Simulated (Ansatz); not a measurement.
Total energies of anthraquinone (C₁₄H₈O₂) from Ansatz at PBE-D4/def2-SVP, gas phase (1 Eh = 27.2114 eV = 2625.5 kJ/mol). The reference geometry is relaxed at PBE-D4/def2-SVP.

```xyz
24

O    -2.7009   -0.3184    0.0507
C    -1.4780   -0.1744    0.0277
C    -0.6861   -0.0279    1.2866
C    -1.3620   -0.0559    2.5208
C    -0.6487    0.0789    3.7172
C     0.7496    0.2432    3.6910
C     1.4301    0.2721    2.4685
C     0.7210    0.1373    1.2603
C     1.4782    0.1727   -0.0276
O     2.7012    0.3158   -0.0505
C     0.6862    0.0269   -1.2866
C     1.3621    0.0557   -2.5208
C     0.6486   -0.0780   -3.7173
C    -0.7497   -0.2419   -3.6911
C    -1.4302   -0.2718   -2.4685
C    -0.7209   -0.1382   -1.2602
H    -2.4544   -0.1858    2.5052
H    -1.1808    0.0566    4.6805
H     1.3076    0.3490    4.6339
H     2.5215    0.3989    2.4120
H     2.4544    0.1853   -2.5052
H     1.1806   -0.0549   -4.6806
H    -1.3079   -0.3467   -4.6340
H    -2.5215   -0.3983   -2.4121
```

| state | geometry | energy (Eh) |
| --- | --- | --- |
| charge 0 singlet | reference | -687.49874 |
| charge 1 doublet | reference | -687.19006 |
| charge -1 doublet | reference | -687.55411 |
| free O atom (triplet) | – | -74.91467 |
| free C atom (triplet) | – | -37.75124 |
| free H atom (doublet) | – | -0.49863 |

Task: Work out the vertical ionisation energy to the doublet.

Result: E(charge 1 doublet) − E(charge 0 singlet) = -687.19006 − (-687.49874) = 0.30868 Eh = 8.40 eV. For comparison, −ε of the highest occupied level is 5.84 eV at this level, 2.56 eV less.

Task: Work out the vertical electron affinity, to the doublet.

Result: E(charge 0 singlet) − E(charge -1 doublet) = -687.49874 − (-687.55411) = 0.05537 Eh = 1.51 eV. The basis lacks diffuse functions, which makes affinities too small.

Task: Give the fundamental gap IE − EA, the Mulliken electronegativity (IE + EA)/2 and the hardness (IE − EA)/2.

Result: From the values in Eh: IE − EA = 0.30868 − 0.05537 = 0.25331 Eh = 6.89 eV; (IE + EA)/2 = 4.95 eV; (IE − EA)/2 = 3.45 eV. The HOMO–LUMO gap of the same run is 2.15 eV, 4.74 eV smaller than the fundamental gap.

Task: What is the binding energy per atom against free atoms?

Result: Atoms: 2 × (-74.91467) + 14 × (-37.75124) + 8 × (-0.49863) = -682.33574 Eh. Binding: -682.33574 − (-687.49874) = 5.16300 Eh = 140.49 eV, or 5.85 eV for each of 24 atoms (no zero-point energy, no counterpoise term).

At PBE-D4/def2-SVP the gap within one spin of the charge 1 doublet nearly closes, so an electron or hole may be smeared out by delocalisation error. At PBE-D4/def2-SVP the highest occupied level of the charge -1 doublet lies above zero (up to 0.77 eV). By energy differences its removal costs 1.51 eV (vertical, to the charge 0 singlet, at PBE-D4/def2-SVP); self-interaction error and the lack of diffuse functions both raise the level.
